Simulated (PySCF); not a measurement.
PySCF input for Br2H2InN, SMILES [NH2][In]([Br])[Br], TDA-CAM-B3LYP/def2-SVPD. Geometry optimised at PBE0-D3(BJ)/def2-SVP. The structure was generated by enumeration; whether it is a known compound was not checked. The def2 effective core potentials stand for the cores of In; spin–orbit coupling is left out. The values are those of a single conformer.

```python
import numpy as np
from pyscf import gto, scf, dft, tdscf

mol = gto.M(
    atom='''
    In    0.02089614   -0.54881146    0.00000000
    Br   -0.00805391    0.72650383    2.11507358
    Br   -0.00805391    0.72650383   -2.11507358
    N    -0.12779852   -2.55758906    0.00000001
    H     0.21722638   -3.03019146   -0.83166596
    H     0.21722638   -3.03019146    0.83166596
    ''',
    basis='def2-SVPD',
    ecp={'In': 'def2-svp'},
    charge=0,
    spin=0,
    symmetry=True,
    max_memory=1600,
    verbose=4,
)
mf = dft.RKS(mol, xc='cam-b3lyp').density_fit(auxbasis='def2-universal-jkfit')
mf.grids.level = 3
mf.conv_tol = 1e-9
mf.max_cycle = 100
mf.kernel()
mf.grids = dft.Grids(mol).set(level=1).build(with_non0tab=True)  # coarser grid for the response kernel
td = tdscf.TDA(mf)
td.singlet = True
td.nstates = 10
td.conv_tol = 1e-4
td.positive_eig_threshold = 1e-6
td.kernel(x0=td.get_init_guess(mf, 15))
td.analyze()
tt = tdscf.TDA(mf)
tt.singlet = False
tt.nstates = 4
tt.conv_tol = 1e-4
tt.positive_eig_threshold = 1e-6
tt.kernel(x0=tt.get_init_guess(mf, 9))
tt.analyze(verbose=3)
```

Output:

```
PySCF version 2.14.0

[INPUT] verbose = 4
[INPUT] num. atoms = 6
[INPUT] num. electrons = 100
[INPUT] charge = 0
[INPUT] spin (= nelec alpha-beta = 2S) = 0
[INPUT] symmetry True subgroup None
[INPUT] Mole.unit = angstrom
[INPUT] Symbol           X                Y                Z      unit          X                Y                Z       unit  Magmom
[INPUT]  1 In     0.020896140000  -0.548811460000   0.000000000000 AA    0.039487981661  -1.037103353423   0.000000000000 Bohr   0.0
[INPUT]  2 Br    -0.008053910000   0.726503830000   2.115073580000 AA   -0.015219684132   1.372893267148   3.996909799503 Bohr   0.0
[INPUT]  3 Br    -0.008053910000   0.726503830000  -2.115073580000 AA   -0.015219684132   1.372893267148  -3.996909799503 Bohr   0.0
[INPUT]  4 N     -0.127798520000  -2.557589060000   0.000000010000 AA   -0.241504201925  -4.833142862584   0.000000018897 Bohr   0.0
[INPUT]  5 H      0.217226380000  -3.030191460000  -0.831665960000 AA    0.410498365231  -5.726231964396  -1.571620891523 Bohr   0.0
[INPUT]  6 H      0.217226380000  -3.030191460000   0.831665960000 AA    0.410498365231  -5.726231964396   1.571620891523 Bohr   0.0

nuclear repulsion = 606.286992304593
point group symmetry = Cs
symmetry origin: [4.13377590e-09 3.24796673e-09 1.03344397e-09]
symmetry axis x: [1.00000000e+00 1.14995627e-09 2.84632644e-11]
symmetry axis y: [ 1.14995627e-09 -1.00000000e+00 -9.01135768e-10]
symmetry axis z: [-2.84632633e-11 -9.01135778e-10  1.00000000e+00]
num. orbitals of irrep A' = 85
num. orbitals of irrep A" = 65
number of shells = 58
number of NR pGTOs = 283
number of NR cGTOs = 150
basis = def2-SVPD
ecp = {'In': 'def2-svp'}


******** <class 'pyscf.df.df_jk.DFSymAdaptedRKS'> ********
method = DFSymAdaptedRKS
initial guess = minao
damping factor = 0
level_shift factor = 0
DIIS = <class 'pyscf.scf.diis.CDIIS'>
diis_start_cycle = 1
diis_space = 8
diis_damp = 0
SCF conv_tol = 1e-09
SCF conv_tol_grad = None
SCF max_cycles = 100
direct_scf = False
XC library pyscf.dft.libxc version 7.1.2
    S. Lehtola, C. Steigemann, M. J. T. Oliveira, and M. A. L. Marques,  SoftwareX 7, 1–5 (2018)
XC functionals = cam-b3lyp
    T. Yanai, D. P. Tew, and N. C. Handy,  Chem. Phys. Lett. 393, 51 (2004)
radial grids:
    Treutler-Ahlrichs [JCP 102, 346 (1995); DOI:10.1063/1.469408] (M4) radial grids

becke partition: Becke, JCP 88, 2547 (1988); DOI:10.1063/1.454033
pruning grids: <function nwchem_prune>
grids dens level: 3
symmetrized grids: True
atomic radii adjust function: <function treutler_atomic_radii_adjust>
small_rho_cutoff = 0
Freeze 0 electrons in irreps []
    100 free electrons in irreps A' A"
Set gradient conv threshold to 3.16228e-05
Initial guess from minao.
tot grids = 96240
******** <class 'pyscf.df.df.DF'> ********
auxbasis = def2-universal-jkfit
Create RSH-DF object <pyscf.df.df.DF object> for omega=0.33
******** <class 'pyscf.df.df.DF'> ********
auxbasis = auxmol.basis = def2-universal-jkfit
init E= -5370.57406319144
HOMO (A") = -0.644022944521678  LUMO (A') = -0.540527164658653  gap/eV = 2.81626
cycle= 1 E= -5393.10496067595  delta_E= -22.5  |g|= 1.99  |ddm|= 14.1
HOMO (A') = -0.120838772609183  LUMO (A') = 0.0125166159252084  gap/eV = 3.62878
cycle= 2 E= -5393.11682970946  delta_E= -0.0119  |g|= 2.16  |ddm|= 8.37
HOMO (A') = -0.336180118353326  LUMO (A') = -0.0521101228596959  gap/eV = 7.72994
cycle= 3 E= -5394.06125120639  delta_E= -0.944  |g|= 0.0926  |ddm|= 2.51
HOMO (A') = -0.337339041121055  LUMO (A') = -0.0591945831768031  gap/eV = 7.56870
cycle= 4 E= -5394.06211502566  delta_E= -0.000864  |g|= 0.083  |ddm|= 0.227
HOMO (A') = -0.349335029746355  LUMO (A') = -0.0579057684115695  gap/eV = 7.93019
cycle= 5 E= -5394.06337668901  delta_E= -0.00126  |g|= 0.0234  |ddm|= 0.103
HOMO (A') = -0.345647069352012  LUMO (A') = -0.0565791524618784  gap/eV = 7.86594
cycle= 6 E= -5394.06350344229  delta_E= -0.000127  |g|= 0.00446  |ddm|= 0.0313
HOMO (A') = -0.34620946696928  LUMO (A') = -0.0566404327661959  gap/eV = 7.87957
cycle= 7 E= -5394.06351068177  delta_E= -7.24e-06  |g|= 0.00113  |ddm|= 0.0105
HOMO (A') = -0.346164540729777  LUMO (A') = -0.0566445426607794  gap/eV = 7.87824
cycle= 8 E= -5394.06351133543  delta_E= -6.54e-07  |g|= 0.000297  |ddm|= 0.00295
HOMO (A') = -0.346179159344472  LUMO (A') = -0.0566645357464457  gap/eV = 7.87809
cycle= 9 E= -5394.0635114279  delta_E= -9.25e-08  |g|= 8.69e-05  |ddm|= 0.00139
HOMO (A') = -0.346184308338855  LUMO (A') = -0.0566634611940437  gap/eV = 7.87826
cycle= 10 E= -5394.06351143497  delta_E= -7.07e-09  |g|= 2.88e-05  |ddm|= 0.000372
HOMO (A') = -0.346181476162789  LUMO (A') = -0.0566605074030391  gap/eV = 7.87827
cycle= 11 E= -5394.0635114355  delta_E= -5.38e-10  |g|= 8.52e-06  |ddm|= 0.000104
HOMO (A') = -0.346182264807978  LUMO (A') = -0.0566627718315162  gap/eV = 7.87823
Extra cycle  E= -5394.06351143553  delta_E= -2.18e-11  |g|= 7.38e-06  |ddm|= 2.65e-05
converged SCF energy = -5394.06351143553
tot grids = 32816
Overwritten attributes  positive_eig_threshold  of <class 'pyscf.tdscf.rks.TDA'>


******** <class 'pyscf.tdscf.rks.TDA'> for <class 'pyscf.df.df_jk.DFSymAdaptedRKS'> ********
nstates = 10 singlet
deg_eia_thresh = 1.000e-03
wfnsym = None
conv_tol = 0.0001
eigh lindep = 1e-12
eigh level_shift = 0
eigh max_cycle = 100


Excitation energies (eV)
[4.72974299 5.04634886 5.09597013 5.20870079 5.59917008 5.98159116
 6.12084621 6.25408901 6.36214639 6.89702755]

** Singlet excitation energies and oscillator strengths **
Excited State   1:   A'      4.72974 eV    262.14 nm  f=0.0378
      47 -> 51        0.12956
      50 -> 51        0.66260
      50 -> 52       -0.13405
Excited State   2:   A"      5.04635 eV    245.69 nm  f=0.0345
      48 -> 51       -0.14566
      49 -> 51        0.66769
Excited State   3:   A"      5.09597 eV    243.30 nm  f=0.0031
      48 -> 51        0.67398
      48 -> 53       -0.10123
      49 -> 51        0.13853
Excited State   4:   A'      5.20870 eV    238.03 nm  f=0.0275
      47 -> 51       -0.67208
      50 -> 51        0.10710
Excited State   5:   A'      5.59917 eV    221.43 nm  f=0.0522
      46 -> 51       -0.66928
      50 -> 52       -0.14781
Excited State   6:   A'      5.98159 eV    207.28 nm  f=0.0513
      44 -> 51        0.14944
      46 -> 51        0.12235
      47 -> 52        0.19345
      50 -> 51       -0.11080
      50 -> 52       -0.62064
Excited State   7:   A"      6.12085 eV    202.56 nm  f=0.0001
      49 -> 52       -0.69941
Excited State   8:   A"      6.25409 eV    198.25 nm  f=0.0109
      45 -> 51       -0.39679
      48 -> 52        0.57370
Excited State   9:   A'      6.36215 eV    194.88 nm  f=0.0236
      44 -> 51        0.19457
      47 -> 52       -0.65329
      50 -> 52       -0.13355
Excited State  10:   A'      6.89703 eV    179.76 nm  f=0.0220
      46 -> 53        0.12449
      50 -> 53       -0.62616
      50 -> 55        0.22781

** Transition electric dipole moments (AU) **
state          X           Y           Z        Dip. S.      Osc.
  1        -0.1673     -0.5459      0.0000      0.3260      0.0378
  2        -0.0000     -0.0000     -0.5279      0.2787      0.0345
  3         0.0000     -0.0000     -0.1586      0.0252      0.0031
  4        -0.0454     -0.4621      0.0000      0.2156      0.0275
  5        -0.6171      0.0018      0.0000      0.3808      0.0522
  6         0.2658      0.5283     -0.0000      0.3498      0.0513
  7         0.0000     -0.0000     -0.0301      0.0009      0.0001
  8         0.0000     -0.0000      0.2663      0.0709      0.0109
  9         0.2074      0.3295     -0.0000      0.1515      0.0236
 10         0.3466     -0.0988     -0.0000      0.1299      0.0220

WARN: ECP detected. Skipping calculation of transition velocity and magnetic dipole moments, which have not yet been implemented.



******** <class 'pyscf.tdscf.rks.TDA'> for <class 'pyscf.df.df_jk.DFSymAdaptedRKS'> ********
nstates = 4 triplet
deg_eia_thresh = 1.000e-03
wfnsym = None
conv_tol = 0.0001
eigh lindep = 1e-12
eigh level_shift = 0
eigh max_cycle = 100


Excitation energies (eV)
[4.03136143 4.61108347 4.75013983 4.81256121]

** Triplet excitation energies and oscillator strengths **
Excited State   1:   A'      4.03136 eV    307.55 nm  f=0.0000
Excited State   2:   A"      4.61108 eV    268.88 nm  f=0.0000
Excited State   3:   A"      4.75014 eV    261.01 nm  f=0.0000
Excited State   4:   A'      4.81256 eV    257.63 nm  f=0.0000
```

Self-consistency was reached.
